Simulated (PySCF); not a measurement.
The complex MnF3 (charge 0) contains Mn(III), shell d4. The structure is a PBE0-D3(BJ)/def2-TZVP geometry optimised for multiplicity 5; coordination trigonal planar, point group C2v, metal–donor distances 1.72–1.74 Å.

Method (PySCF 2.14, density fitting): CASSCF(4,5) with orbitals averaged over all microstates of the shell, strongly contracted NEVPT2 on the averaged canonical orbitals; basis x2c-TZVPall on the metal, x2c-SVPall elsewhere; spin-free X2C; gas phase; spin-orbit coupling by state interaction with the mean-field operator over all roots.

CASSCF energies above the lowest CASSCF root:

```json
{"state": "5A1", "CASSCF / cm⁻¹": "0"}
{"state": "5B2", "CASSCF / cm⁻¹": "8750"}
{"state": "5A2", "CASSCF / cm⁻¹": "17322"}
{"state": "5B1", "CASSCF / cm⁻¹": "19777"}
{"state": "5A1", "CASSCF / cm⁻¹": "19936"}
{"state": "3A1", "CASSCF / cm⁻¹": "22286"}
{"state": "3B1", "CASSCF / cm⁻¹": "22296"}
{"state": "3A2", "CASSCF / cm⁻¹": "22662"}
{"state": "3B2", "CASSCF / cm⁻¹": "23065"}
{"state": "3A1", "CASSCF / cm⁻¹": "25775"}
{"state": "3B1", "CASSCF / cm⁻¹": "26009"}
{"state": "3A2", "CASSCF / cm⁻¹": "26025"}
{"state": "3B2", "CASSCF / cm⁻¹": "27288"}
{"state": "3B1", "CASSCF / cm⁻¹": "28434"}
{"state": "3A1", "CASSCF / cm⁻¹": "28490"}
{"state": "3A2", "CASSCF / cm⁻¹": "30521"}
{"state": "3B2", "CASSCF / cm⁻¹": "30553"}
{"state": "1A1", "CASSCF / cm⁻¹": "31114"}
{"state": "1B1", "CASSCF / cm⁻¹": "31285"}
{"state": "1A2", "CASSCF / cm⁻¹": "32174"}
{"state": "3B1", "CASSCF / cm⁻¹": "32263"}
{"state": "1A1", "CASSCF / cm⁻¹": "32547"}
```

Problem. How does dynamic correlation (SC-NEVPT2) move these states?

Solution. 
```csv
state,NEVPT2 / cm⁻¹,shift / cm⁻¹
5A1,0,0
5B2,9781,+1031
5A2,19716,+2395
5B1,22780,+3003
5A1,24170,+4234
3A1,21009,-1277
3B1,21091,-1204
3A2,20710,-1952
3B2,21042,-2023
3A1,23981,-1794
3B1,23012,-2997
3A2,21162,-4863
3B2,23658,-3630
3B1,26882,-1552
3A1,25527,-2963
3A2,29446,-1076
3B2,30165,-389
1A1,29355,-1760
1B1,29676,-1609
1A2,29444,-2730
3B1,30199,-2064
1A1,30098,-2449
```

No frequencies were computed for the optimised geometry. NEVPT2 lifts 5A2 from 17322 to 19716 cm⁻¹; on the d shell alone such lifts tend to overshoot. NEVPT2 on the d shell alone tends to put d–d bands too high for such charged or covalently bound ions. Gaps between spin states lean to high spin in this active space.
